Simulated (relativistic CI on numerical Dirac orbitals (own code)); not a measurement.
**What each ingredient does to the levels of Ta XLIV**

Base calculation: Dirac-Coulomb-Breit CI, orbitals from a KLI potential per configuration, model QED, unscaled Slater integrals.

Configuration list (outside the closed core [Ar]): 3d¹⁰4s², 3d¹⁰4s4p, 3d¹⁰4p², 3d¹⁰4s4d, 3d¹⁰4s4f, 3d¹⁰4d², 3d¹⁰4p4d, 3d¹⁰4f², 3d¹⁰4p4f, 3d¹⁰4d4f, 3d¹⁰4s5s, 3d¹⁰4s5p, 3d¹⁰4s5d, 3d¹⁰4s5f, 3d¹⁰4s5g, 3d¹⁰4s6s, 3d¹⁰4s6p, 3d¹⁰4s6d, 3d¹⁰4s6f, 3d¹⁰4s7s, 3d⁹4s²4p, 3d⁹4s²4d, 3d⁹4s²4f, 3d⁹4s²5s, 3d⁹4s²5p, 3d⁹4s²5d. Double excitations out of closed p, d and f shells are left out; levels of such configurations are missing from the list, as are those of other unlisted configurations, and high levels can miss mixing partners. These lack a partner that the ground configuration has and come out too high: 3d⁹4s²4p, 3d⁹4s²4d, 3d⁹4s²4f, 3d⁹4s²5s, 3d⁹4s²5p.

The lowest level and the first level of each name with at least 55 % of one term (blank where a level has no safe partner in the second run):

| Level | Base (eV) | Shift (eV) |
| --- | --- | --- |
| 3d¹⁰4s² ¹S0 | 0.000 | 0.000 |
| 3d¹⁰4s4p ³P°0 | 83.779 | -1.865 |
| 3d¹⁰4s4p ³P°1 | 90.706 | -1.323 |
| 3d¹⁰4s4p ³P°2 | 176.742 | -1.823 |
| 3d¹⁰4p² ³P0 | 192.790 | -2.131 |
| 3d¹⁰4s4p ¹P°1 | 194.224 | +0.056 |
| 3d¹⁰4p² ³P1 | 279.429 | -1.758 |
| 3d¹⁰4p² ¹D2 | 280.651 | +1.720 |
| 3d¹⁰4s4d ³D1 | 332.405 | -1.809 |
| 3d¹⁰4s4d ³D2 | 335.678 | -1.808 |
| 3d¹⁰4s4d ³D3 | 351.948 | -1.754 |
| 3d¹⁰4s4d ¹D2 | 356.652 | +2.153 |
| 3d¹⁰4p² ¹S0 | 384.386 | -1.217 |
| 3d¹⁰4p4d ³F°2 | 420.701 | -1.702 |

At this charge energies of transitions that change n are usually good to better than 1 %, and those within a shell (Δn = 0) to a few per cent.

(1) One thing was changed in a second run, which moved the levels as shown. Which?
A. P86 correlation estimate
B. QED terms removed
C. configuration mixing switched off
D. Breit term removed

## Answers

(1) C. Configuration mixing switched off. Without mixing, levels that were pushed by configurations of the same parity and J return to their single-configuration places.

LS names give the leading component of a level, which can be under half, so a name can repeat, a term be missing and a line seem to break the LS rules.
